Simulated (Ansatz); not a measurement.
Reaction (ligand exchange at the Si–C bond): `CB(N)C[SiH3]` + `CO[SiH2]S` → `CO[SiH2]S[SiH3]` + `CB(C)N`

Isolated molecules relaxed with PBE0-D4/def2-TZVP in Ansatz; ΔE leaves out vibrations. CCSD(T)/CBS adds triple-zeta CCSD(T) − MP2 to the extrapolated MP2 energy (def2 sets, frozen cores). This one scheme is used for every species. Functionals use def2-TZVPP. B3LYP here is the variant with VWN-RPA as its local correlation; programs differ in this. HSE06 is defined as in plane-wave codes. Each species was taken in one conformer, which may not be the lowest.

`CB(N)C[SiH3]`:

Cartesian coordinates in Å:
```
C 1.645 0.859 -0.478
B 0.641 -0.342 -0.293
N 1.092 -1.551 0.246
C -0.880 -0.186 -0.674
Si -1.877 0.450 0.780
H 2.640 0.677 -0.063
H 1.254 1.775 -0.024
H 1.767 1.083 -1.544
H 0.500 -2.352 0.388
H 2.043 -1.696 0.540
H -1.016 0.531 -1.490
H -1.338 -1.132 -0.983
H -1.297 1.714 1.312
H -3.291 0.721 0.399
H -1.884 -0.551 1.883
```

`CO[SiH2]S`:

Cartesian coordinates in Å:
```
C -0.085 1.614 0.451
O 0.102 0.237 0.694
Si -0.294 -0.915 -0.401
S 0.429 -2.800 0.244
H 0.411 2.170 1.247
H 0.349 1.918 -0.509
H -1.148 1.877 0.453
H 0.280 -0.535 -1.720
H -1.765 -1.086 -0.519
H 1.722 -2.481 0.060
```

`CO[SiH2]S[SiH3]`:

Z-matrix (Å, degrees):
```
C
O 1 1.410
H 1 1.091 2 108.1
H 1 1.095 2 111.1 3 119.3
H 1 1.096 2 111.4 3 -119.3
Si 2 1.633 1 123.9 3 178.0
S 6 2.139 2 112.6 1 59.0
H 6 1.477 2 105.7 1 177.4
H 6 1.490 2 110.6 1 -60.8
Si 7 2.136 6 97.7 2 -101.1
H 10 1.484 7 111.4 6 -68.5
H 10 1.483 7 106.3 6 172.0
H 10 1.486 7 111.0 6 52.9
```

`CB(C)N`:

Z-matrix (Å, degrees):
```
C
B 1 1.578
H 1 1.094 2 114.2
H 1 1.095 2 110.6 3 121.7
H 1 1.095 2 110.6 3 -121.7
C 2 1.578 1 120.8 3 -180.0
N 2 1.398 1 119.6 3 0.0
H 6 1.095 2 110.6 1 -58.6
H 6 1.095 2 110.6 1 58.0
H 6 1.094 2 114.2 1 179.7
H 7 1.006 2 123.1 1 -180.0
H 7 1.006 2 123.1 1 0.1
```

| level | ΔE (kJ/mol) | difference from CCSD(T)/CBS |
| --- | --- | --- |
| revPBE-D4 | -62.9 | -0.6 |
| BLYP-D4 | -62.0 | 0.3 |
| r2SCAN-D4 | -63.4 | -1.1 |
| PBE0-D4 | -63.4 | -1.1 |
| B3LYP-D4 | -62.4 | -0.1 |
| r2SCANh-D4 | -63.5 | -1.2 |
| r2SCAN0-D4 | -63.6 | -1.3 |
| HSE06-D4 | -63.5 | -1.2 |
| BHLYP-D4 | -64.2 | -1.9 |
| CAM-B3LYP-D4 | -59.3 | 3.0 |
| ωB97X-V | -60.6 | 1.7 |
| ωB97M-V | -60.5 | 1.8 |
| B2PLYP | -60.5 | 1.8 |
| PBE-QIDH | -62.6 | -0.3 |
| PBE | -61.0 | 1.3 |
| revPBE | -60.3 | 2.0 |
| BLYP | -57.9 | 4.4 |
| r2SCAN | -63.0 | -0.7 |
| PBE0 | -61.5 | 0.8 |
| B3LYP | -58.8 | 3.5 |
| r2SCANh | -63.0 | -0.7 |
| r2SCAN0 | -63.1 | -0.8 |
| HSE06 | -61.6 | 0.7 |
| BHLYP | -59.9 | 2.4 |
| CAM-B3LYP | -57.2 | 5.1 |
| LC-ωPBE | -59.0 | 3.3 |
| RPA@PBE/def2-TZVPP | -54.5 | 7.8 |
| HF/def2-SVP | -57.4 | 4.9 |
| MP2/def2-SVP | -56.4 | 5.9 |
| CCSD/def2-SVP | -53.7 | 8.6 |
| HF/def2-TZVPP | -60.0 | 2.3 |
| SCS-MP2/def2-TZVPP | -60.5 | 1.8 |
| CCSD/def2-TZVPP | -57.4 | 4.9 |
| CCSD(T)/def2-TZVPP | -58.4 | 3.9 |
| HF/def2-QZVPP | -59.8 | 2.5 |
| MP2/def2-QZVPP | -64.6 | -2.3 |
| SCS-MP2/def2-QZVPP | -62.7 | -0.4 |
| HF/CBS(def2) | -59.8 | 2.5 |
| MP2/CBS(def2) | -66.3 | -4.0 |
| CCSD/CBS(def2) | -61.4 | 0.9 |
| CCSD(T)/CBS | -62.3 | 0 |

Question: What do rigid-rotor, harmonic-oscillator terms from PBE0-D4/def2-TZVP frequencies (298.15 K, 1 bar) make of the CCSD(T)/CBS value? (An estimate is asked.)

Answer: Ansatz gave: ΔZPE = +7.2 kJ/mol, ΔH = -55.0 kJ/mol, ΔS = -7 J/(mol·K), ΔG = -52.9 kJ/mol. Modes under 50 cm⁻¹ make the entropy rough.

Largest T1 diagnostic among the species: 0.012.

Leaving LDA and LC-ωPBE aside and taking each functional with its dispersion term where it has one, the values spread over 4.9 kJ/mol, from BHLYP-D4 to CAM-B3LYP-D4. At CCSD(T), def2-SVP lies +8.4 kJ/mol from the extrapolated value and def2-TZVPP +3.9 kJ/mol. The D4 term adds −3.6 kJ/mol with B3LYP and −1.9 kJ/mol with PBE0; it sums over pairs of atoms, weighted by their polarisabilities, and B3LYP, whose exchange is more repulsive, gets the larger term.
